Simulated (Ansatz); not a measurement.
Start from `F[Si](F)(F)Br` and change one atom or group to get `F[Si](F)(Br)[O][InH2]`.

Ansatz, PBE0-D4/def2-TZVP geometries, multiplicity 1. Each molecule was computed in one conformer, which needn't be the lowest.

Elements past krypton have def2 core potentials. Scalar relativity is left out up to krypton. Spin–orbit coupling is left out; it splits and shifts lone-pair levels of the heavy atoms by tenths of an eV.

| property | `F[Si](F)(F)Br` |
| --- | --- |
| LUMO energy (PBE/def2-TZVPP) / eV | -1.06 |
| size of the dipole moment (PBE/def2-TZVPP) / D | 0.75 |
| LUMO energy (B3LYP/def2-TZVPP) / eV | -0.35 |
| size of the dipole moment (B3LYP/def2-TZVPP) / D | 0.81 |
| size of the dipole moment (ωB97M-V/def2-TZVPP) / D | 0.76 |
| HOMO energy (PBE/def2-TZVPP) / eV | -8.21 |

Task: What does the change do to each property? (Best estimate.)

Result: Computed: 
```
                                          property  `F[Si](F)(Br)[O][InH2]`  shift
                 LUMO energy (PBE/def2-TZVPP) / eV                    -2.91  -1.85
    size of the dipole moment (PBE/def2-TZVPP) / D                     4.56   3.81
               LUMO energy (B3LYP/def2-TZVPP) / eV                    -2.48  -2.13
  size of the dipole moment (B3LYP/def2-TZVPP) / D                     4.72   3.91
size of the dipole moment (ωB97M-V/def2-TZVPP) / D                     4.73   3.97
                 HOMO energy (PBE/def2-TZVPP) / eV                    -7.21   1.00
```

With PBE0 the HOMO rises by 1.02 eV and the LUMO falls by 2.15 eV, so the gap narrows by about 3.17 eV. PBE moves the HOMO by 1.00 eV and ωB97M-V by 1.01 eV. Dipoles are sizes alone; their direction can turn.

B3LYP here is the variant with VWN-RPA as its local correlation; programs differ in this.
